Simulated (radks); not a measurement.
Values are calculated unless marked as measured or tabulated.
Neutral thallium inside a hard spherical wall (all orbitals vanish at R), configuration held at [Hg] 6p1 and not refilled when levels cross. Code: a radial shooting solver on a logarithmic mesh with Libxc functionals. Model: scalar-relativistic Kohn-Sham, PBE, spin-polarised, spherical densities, finite nucleus; open shells are filled with parallel spins first (spin-orbit coupling, left out, can overturn this in heavy ions); Fermi nuclear charge, rms radius 5.4759 fm. Eigenvalues in eV for spin up, with the zero of energy where the potential of the charges vanishes at infinity; a dash marks a level that is unbound or too diffuse for the functional's potential to be trusted. A positive occupied level is held by the wall or, in an anion where self-interaction has pushed it up, behind a barrier. The pressure on the wall is -dE/dV.

R (bohr),E (hartree),kinetic (hartree),e(5p),e(5d),e(6s),e(6p),"e(7s, empty)","e(6d, empty)",pressure (GPa)
free,-20240.6987,22782.941,-76.059,-15.485,-9.732,-2.615,-,-,0
15,-20240.6987,22782.941,-76.055,-15.481,-9.728,-2.612,-0.457,0.796,0.000189
12,-20240.6984,22782.943,-76.024,-15.451,-9.703,-2.586,-0.126,1.309,0.00367
10,-20240.6973,22782.951,-75.935,-15.363,-9.632,-2.503,0.537,2.042,0.0272
8,-20240.6912,22782.983,-75.659,-15.094,-9.418,-2.192,2.363,3.593,0.231
7,-20240.6808,22783.035,-75.342,-14.789,-9.172,-1.776,4.435,5.092,0.773
5,-20240.5621,22783.621,-73.387,-12.949,-7.422,1.299,16.811,12.869,14.8
3.5,-20239.6905,22787.554,-66.402,-6.496,1.040,14.284,57.714,36.821,297
2,-20223.2415,22850.645,-19.998,44.883,99.193,139.31,340.15,200.48,24400
